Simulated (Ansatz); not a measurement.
Species: H5NSi, SMILES `N[SiH3]` (charge 0, multiplicity 1), formula H₅NSi.

Q: How many basis functions does frozen-core CCSD(T)/aug-cc-pVTZ // B3LYP-D3(BJ)/def2-TZVPD (Ansatz, a quantum-chemistry and plane-wave program) use, how many core orbitals are frozen, and how many electrons are correlated?

A: 211 basis functions and 6 frozen orbitals, which leaves 14 correlated electrons. Core time is of the order of seconds.
